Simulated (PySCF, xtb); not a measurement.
Si(H)(Me)3 (C3H10Si), SMILES C[SiH](C)C.

GFN2-xTB in xtb at its own geometry gives an orbital gap of 6.87 eV and a dipole moment of 0.38 D.

The structure is a stationary point at B3LYP-D3(BJ)/def2-SVP. The isomer is the one that the SMILES or the coordinates give; other isomers of the formula were not compared.

Task: What does PBE/def2-TZVP in PySCF give? (An estimate is asked for; the answer gives what the named calculation found.)

Result: gap 7.51 eV (levels -7.21 and 0.30 eV), dipole 0.58 D.
